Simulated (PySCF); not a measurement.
Spectrum to structure. The calculation used TDDFT wB97X-D/def2-SVPD, vertical, gas phase, core orbitals frozen in the response in PySCF. Geometries: GFN2-xTB, one conformer each.

| state | E (eV) | f | main configurations (H = HOMO, L = LUMO) |
| --- | --- | --- | --- |
| S1 | 5.82 | 0.0028 | H-1→L+1 (50%), H-1→L+2 (28%), H-1→L+3 (8%) |
| S2 | 6.61 | 0.016 | H→L+1 (66%), H→L+2 (19%) |
| S3 | 7.04 | 0.141 | H→L+2 (24%), H→L+4 (23%), H→L+3 (21%) |
| S4 | 7.26 | 0.019 | H→L (33%), H→L+2 (33%), H→L+1 (12%) |
| S5 | 7.39 | 0.017 | H-1→L (72%) |
| S6 | 7.46 | 0.018 | H-2→L (63%) |
| S7 | 7.47 | 0.044 | H→L+3 (29%), H→L+5 (23%), H-2→L (12%) |
| S8 | 7.58 | 0.035 | H→L+4 (36%), H→L (14%) |

Triplets computed (Tamm–Dancoff): 4.58, 5.39, 5.84 eV.

Orbital energies (eV): HOMO-3 -10.80, HOMO-2 -10.04, HOMO-1 -9.50, HOMO -8.74, LUMO 1.80, LUMO+1 1.97, LUMO+2 2.35.

Question: Which candidate is it? All have the formula C4H9NO2Si.
A. `CO[SiH2]OCCC#N`
B. `C=CO[SiH2]CC(N)=O`
C. `COCCO[SiH2]C#N`

Answer: B. Its S1, at 5.82 eV, is the lowest among the candidates; the nearest of the others has S1 at 7.02 eV. S1 is HOMO-1→LUMO+1 (50%), HOMO-1→LUMO+2 (28%), HOMO-1→LUMO+3 (8%). Löwdin shares by element: HOMO carbon 64% or more, oxygen 22% or more; LUMO hydrogen 28% or more, silicon 23%, carbon 10% or more (atoms not listed hold the other 39%). At the same level the other candidates give, for their lowest levels:
- `COCCO[SiH2]C#N`: 7.02 eV (f 0.002); 7.28 eV (f 0.004); 7.56 eV (f 0.004); 7.60 eV (f 0.007); 7.77 eV (f 0.000); T1 6.08 eV; HOMO -10.20, LUMO 1.32 eV
- `CO[SiH2]OCCC#N`: 7.53 eV (f 0.001); 7.90 eV (f 0.026); 7.90 eV (f 0.000); 8.24 eV (f 0.005); 8.26 eV (f 0.022); T1 6.62 eV; HOMO -10.34, LUMO 1.86 eV
